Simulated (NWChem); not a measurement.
System: PbIBr, singlet; SMILES [Pb]([Br])[I]

Here is an NWChem input.

```
start job
memory heap 200 mb stack 900 mb global 1100 mb
geometry units angstroms noautoz
  Pb     0.847199     0.429189     0.000000
  Br    -1.179254     2.140159     0.000000
  I     -0.504461    -2.082400     0.000000
end
basis spherical
  * library def2-svp
end
ecp
  I library def2-ecp
  Pb library def2-ecp
end
dft
  xc m06-l
  iterations 150
  mulliken
end
task dft energy
```

Output (shortened):

```
             Northwest Computational Chemistry Package (NWChem) 7.3.0
             --------------------------------------------------------

 CS  symmetry detected

                             Geometry "geometry" -> ""
                             -------------------------

 Output coordinates in angstroms (scale by  1.889725989 to convert to a.u.)

  No.       Tag          Charge          X              Y              Z
 ---- ---------------- ---------- -------------- -------------- --------------
    1 Pb                  82.0000     0.83374353     0.44011292     0.00000000
    2 Br                  35.0000    -1.21170721     2.12832540     0.00000000
    3 I                   53.0000    -0.48975881    -2.08642733     0.00000000

 Effective nuclear repulsion energy (a.u.)    1608.5271435420

      Symmetry information
      --------------------

 Group name             Cs
 Group number              2
 Group order               2
 No. of unique centers     3

                                 NWChem DFT Module
                                 -----------------

 Summary of "ao basis" -> "ao basis" (spherical)
 ------------------------------------------------------------------------------
       Tag                 Description            Shells   Functions and Types
 ---------------- ------------------------------  ------  ---------------------
 Pb                         def2-svp                10       26   4s4p2d
 Br                         def2-svp                12       32   5s4p3d
 I                          def2-svp                10       26   4s4p2d

      Symmetry analysis of basis
      --------------------------

        a'         58
        a"         26

            General Information
            -------------------
          SCF calculation type: DFT
          Wavefunction type:  closed shell.
          No. of atoms     :     3
          No. of electrons :    82
           Alpha electrons :    41
            Beta electrons :    41
          Charge           :     0
          Spin multiplicity:     1
          Use of symmetry is: on ; symmetry adaption is: on
          Maximum number of iterations: 150
          AO basis - number of functions:    84
                     number of shells:    32
          Convergence on energy requested:  1.00D-06
          Convergence on density requested:  1.00D-05
          Convergence on gradient requested:  5.00D-04

              XC Information
              --------------
                        M06-L Method XC Functional
                         M06-L Exchange Functional  1.000
                       M06-L Correlation Potential  1.000

             Grid Information
             ----------------
          Grid used for XC integration:  medium
          Radial quadrature: Mura-Knowles
          Angular quadrature: Lebedev.
          Tag              B.-S. Rad. Rad. Pts. Rad. Cut. Ang. Pts.
          ---              ---------- --------- --------- ---------
          Pb                  1.80      123          10.0       590
          Br                  1.15      112          11.0       590
          I                   1.40      123          11.0       590
          Grid pruning is: on
          Number of quadrature shells:   358
          Spatial weights used:  Erf1

      Superposition of Atomic Density Guess
      -------------------------------------

 Sum of atomic energies:       -3138.57302167

      Non-variational initial energy
      ------------------------------

 Total energy =   -3060.595617
 1-e energy   =   -5162.407382
 2-e energy   =    1737.850449
 HOMO         =      -0.300548
 LUMO         =      -0.051643

      Symmetry analysis of molecular orbitals - initial
      -------------------------------------------------

  Numbering of irreducible representations:

     1 a'          2 a"

  Orbital symmetries:

     1 a'          2 a'          3 a'          4 a'          5 a"
     6 a'          7 a'          8 a'          9 a'         10 a"
    11 a'         12 a'         13 a'         14 a"         15 a'
    16 a'         17 a"         18 a'         19 a'         20 a"
    21 a'         22 a"         23 a'         24 a'         25 a"
    26 a'         27 a"         28 a'         29 a'         30 a'
    31 a"         32 a"         33 a'         34 a'         35 a'
    36 a'         37 a"         38 a'         39 a"         40 a'
    41 a'         42 a"         43 a'         44 a'         45 a'
    46 a'         47 a'         48 a"         49 a'         50 a"
    51 a'

     ---------------------------------------------
      Total Density - Mulliken Population Analysis
     ---------------------------------------------

    Atom       Charge   Shell Charges
 -----------   ------   -------------------------------------------------------
    1 Pb  22    20.70   2.99 -0.94  1.22  0.69  3.38  2.60  0.43  0.27  9.73  0.32
    2 Br  35    35.68   2.00  2.00  2.00  1.38  0.59  6.00  5.99  2.44  3.26  8.23  1.73  0.05
    3 I   25    25.63   1.83  0.22  1.24  0.68  2.92  3.14  2.73  2.87  9.83  0.18

   convergence    iter        energy       DeltaE   RMS-Dens  Diis-err
 ---------------- ----- ----------------- --------- --------- ---------
 d= 0,ls=0.0,diis     1  -3064.6580398199 -3.43D+03  3.30D-02  4.63D-01
 d= 0,ls=0.0,diis     2  -3063.9540680001  7.04D-01  2.48D-02  3.45D+00
 d= 0,ls=0.0,diis     3  -3064.7327342989 -7.79D-01  7.31D-03  3.01D-02
 d= 0,ls=0.0,diis     4  -3064.7238830776  8.85D-03  4.24D-03  6.73D-02
 d= 0,ls=0.0,diis     5  -3064.7285857718 -4.70D-03  1.18D-03  5.74D-03
  Resetting Diis
 d= 0,ls=0.0,diis     6  -3064.7302306732 -1.64D-03  4.92D-04  2.79D-03
 d= 0,ls=0.0,diis     7  -3064.7306803421 -4.50D-04  2.65D-03  2.14D-03
 d= 0,ls=0.0,diis     8  -3064.7317439052 -1.06D-03  9.77D-04  1.32D-03
 d= 0,ls=0.0,diis     9  -3064.7318253788 -8.15D-05  5.65D-04  8.71D-04
 d= 0,ls=0.0,diis    10  -3064.7319956023 -1.70D-04  2.14D-04  1.27D-04
 d= 0,ls=0.0,diis    11  -3064.7320191568 -2.36D-05  5.91D-05  7.01D-06
 d= 0,ls=0.0,diis    12  -3064.7320203117 -1.15D-06  2.80D-05  2.24D-06
 d= 0,ls=0.0,diis    13  -3064.7320207501 -4.38D-07  6.85D-06  1.51D-07

         Total DFT energy =    -3064.732020750148
      One electron energy =    -5164.327821972645
           Coulomb energy =     1865.531864168983
    Exchange-Corr. energy =     -129.897379066765
 Nuclear repulsion energy =      363.961316120279

 Numeric. integr. density =       82.000000529492

                  Occupations of the irreducible representations
                  ----------------------------------------------

                     irrep           alpha         beta
                     --------     --------     --------
                     a'               29.0         29.0
                     a"               12.0         12.0

                       DFT Final Molecular Orbital Analysis
                       ------------------------------------

 Vector   39  Occ=2.000000D+00  E=-2.407989D-01  Symmetry=a'
              MO Center= -6.7D-01,  5.4D-01, -2.2D-15, r^2= 6.2D+00
   Bfn.  Coefficient  Atom+Function         Bfn.  Coefficient  Atom+Function
  ----- ------------  ---------------      ----- ------------  ---------------
    41      0.409489  2 Br px                38      0.336310  2 Br px
    70      0.331931  3 I  py                73      0.306823  3 I  py
    42      0.251490  2 Br py                35     -0.224937  2 Br px
     3     -0.219055  1 Pb s                 39      0.213625  2 Br py
     4     -0.179052  1 Pb s                 11     -0.170917  1 Pb px

 Vector   40  Occ=2.000000D+00  E=-2.389266D-01  Symmetry=a"
              MO Center= -5.1D-01, -1.5D+00,  7.7D-14, r^2= 4.0D+00
   Bfn.  Coefficient  Atom+Function         Bfn.  Coefficient  Atom+Function
  ----- ------------  ---------------      ----- ------------  ---------------
    71      0.535349  3 I  pz                74      0.520679  3 I  pz
    43     -0.223365  2 Br pz                68     -0.222802  3 I  pz
    40     -0.182033  2 Br pz                65     -0.179678  3 I  pz
    37      0.121966  2 Br pz                13      0.103685  1 Pb pz
    16      0.060270  1 Pb pz                18      0.056245  1 Pb d -1

 Vector   41  Occ=2.000000D+00  E=-2.295526D-01  Symmetry=a'
              MO Center= -5.0D-01, -1.6D+00, -3.1D-15, r^2= 3.7D+00
   Bfn.  Coefficient  Atom+Function         Bfn.  Coefficient  Atom+Function
  ----- ------------  ---------------      ----- ------------  ---------------
    69      0.515219  3 I  px                72      0.501487  3 I  px
    66     -0.213683  3 I  px                70     -0.211472  3 I  py
    73     -0.199390  3 I  py                42     -0.193238  2 Br py
    63     -0.172278  3 I  px                39     -0.156426  2 Br py
     3     -0.110318  1 Pb s                 36      0.104437  2 Br py

 Vector   42  Occ=0.000000D+00  E=-1.325038D-01  Symmetry=a"
              MO Center=  6.4D-01,  3.4D-01, -1.3D-14, r^2= 4.2D+00
   Bfn.  Coefficient  Atom+Function         Bfn.  Coefficient  Atom+Function
  ----- ------------  ---------------      ----- ------------  ---------------
    13      0.650128  1 Pb pz                16      0.478136  1 Pb pz
    74     -0.227525  3 I  pz                43     -0.222870  2 Br pz
    10     -0.204971  1 Pb pz                 7     -0.198625  1 Pb pz
    71     -0.190186  3 I  pz                40     -0.154820  2 Br pz
    37      0.102567  2 Br pz                68      0.078093  3 I  pz

[...]
```

Level: M06-L/def2-SVP with def2 effective core potentials on I, Pb. Low-valent species are run as closed-shell singlets; no triplet was tried in these runs. Coordinates come from a PBE-D3(BJ)/def2-SVP optimisation. def2 effective core potentials on I, Pb; no spin-orbit coupling.
